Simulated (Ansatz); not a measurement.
As₂P. Total charge 0; doublet. Geometry PBE0-D4/def2-TZVP.

```
atom   x (Å)   y (Å)   z (Å)
  P1   0.000  -0.002   0.001
 As2   1.033  -0.540  -1.697
 As3  -1.033   0.542   1.697
```

Another isomer (doublet) lies 1.27 eV lower at PBE0-D4/def2-TZVP; other spin states weren't run for this one.

Question: Estimate the α-spin orbital energies around the gap (eV) in Ansatz with PBE-D4/def2-TZVP, r2SCAN-D4/def2-TZVP, r2SCANh-D4/def2-TZVP, PBE0-D4/def2-TZVP, ωB97X-V/def2-TZVP.

Answer: 
| orbital | PBE-D4/def2-TZVP | r2SCAN-D4/def2-TZVP | r2SCANh-D4/def2-TZVP | PBE0-D4/def2-TZVP | ωB97X-V/def2-TZVP |
| --- | --- | --- | --- | --- | --- |
| HOMO−5 | -11.32 | -11.75 | -12.24 | -12.71 | -15.13 |
| HOMO−4 | -8.21 | -8.57 | -8.95 | -9.31 | -11.40 |
| HOMO−3 | -7.66 | -8.04 | -8.45 | -8.81 | -11.15 |
| HOMO−2 | -7.33 | -7.68 | -8.10 | -8.50 | -10.91 |
| HOMO−1 | -5.88 | -6.30 | -6.66 | -6.86 | -8.73 |
| HOMO | -5.33 | -5.59 | -5.91 | -6.22 | -8.08 |
| LUMO | -3.10 | -3.08 | -2.82 | -2.46 | -0.55 |
| LUMO+1 | -2.73 | -2.72 | -2.48 | -2.13 | -0.31 |
| LUMO+2 | -2.40 | -2.24 | -1.93 | -1.56 | 0.55 |
| LUMO+3 | 2.23 | 2.90 | 3.17 | 3.07 | 5.06 |
| LUMO+4 | 2.93 | 3.37 | 3.64 | 3.82 | 6.03 |
| LUMO+5 | 3.18 | 3.83 | 4.00 | 3.99 | 6.14 |
| β HOMO | -5.14 | -5.38 | -5.67 | -5.95 | -7.82 |
| β LUMO | -5.01 | -4.83 | -4.51 | -4.19 | -2.28 |
